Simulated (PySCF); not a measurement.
CH7NSi3, SMILES [SiH3][Si@H]1N=C[SiH2]1. Atoms are numbered in the order given.

```xyz
12

Si     2.1993     0.7821     0.0646
Si     0.3769    -0.6860     0.1980
N     -0.8263    -0.1038     1.4317
C     -1.8459     0.2263     0.7090
Si    -1.5115    -0.2396    -1.1341
H      1.6896     2.1664    -0.1766
H      3.0059     0.7682     1.3228
H      3.0777     0.3846    -1.0791
H      0.8289    -2.0900     0.4514
H     -2.7382     0.6767     1.1934
H     -2.3477    -1.3804    -1.6264
H     -1.5632     0.8520    -2.1597
```

Geometry: r2SCAN-D4/def2-SVP. The structure was generated by enumeration; whether it is a known compound was not checked.

These are B3LYP/pcSseg-1 in PySCF values and carry that method's errors.

GIAO shieldings, no solvent; atoms listed in one row are averaged. δ = σ(ref) − σ: ²⁹Si against TMS (σ = 338.7 ppm); ¹⁵N against NH3 (σ = 265.5 ppm); ¹³C against TMS (σ = 181.3 ppm); ¹H against TMS (σ = 31.68 ppm), references at their B3LYP-D3(BJ)/def2-TZVP geometries, non-relativistic.

Computed chemical shifts:
| nucleus | atoms | count | δ (ppm) |
|---|---|---|---|
| ²⁹Si | Si2 | 1 | 0.4 |
| ²⁹Si | Si5 | 1 | -31.2 |
| ²⁹Si | Si1 | 1 | -99.9 |
| ¹⁵N | N3 | 1 | 578.8 |
| ¹³C | C4 | 1 | 221.3 |
| ¹H | H10 | 1 | 10.31 |
| ¹H | H9 | 1 | 6.08 |
| ¹H | H12 | 1 | 5.66 |
| ¹H | H11 | 1 | 5.56 |
| ¹H | H6, H7, H8 | 3 | 3.95 |
